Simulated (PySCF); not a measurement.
SiBrF3, SMILES F[Si](F)(F)Br.

Geometry optimised at r2SCAN-D4/def2-SVP.

Two levels are set side by side: PBE/def2-TZVP (PySCF) and CAM-B3LYP/def2-TZVP (PySCF). Same geometry, gas phase. Differences are taken from unrounded values.

| quantity | CAM-B3LYP |
|---|---|
| orbital gap (eV) | 11.73 |
| highest occupied level (eV) | -11.02 |
| lowest empty level (eV) | 0.70 |
| dipole moment (D) | 1.01 |
| mean polarisability (bohr³) | 38.3 |

What does PBE give, and how far is it from CAM-B3LYP? (Estimate from the structure and the level; the computed values follow.)


```
quantity                       PBE  PBE minus CAM-B3LYP
---------------------------  -----  -------------------
orbital gap (eV)              6.93                -4.80
highest occupied level (eV)  -8.29                 2.74
lowest empty level (eV)      -1.36                -2.06
dipole moment (D)             0.95                -0.06
mean polarisability (bohr³)   40.5                  2.2
```

Without exact exchange PBE keeps part of each electron's self-repulsion, which lifts occupied levels and narrows the gap. PBE's more diffuse valence density responds more strongly to a field. Differences between two approximate levels are no errors against the true value.

Rough cost on one machine, each run with all the roots and properties that it gave: CAM-B3LYP against PBE within a factor of 2.
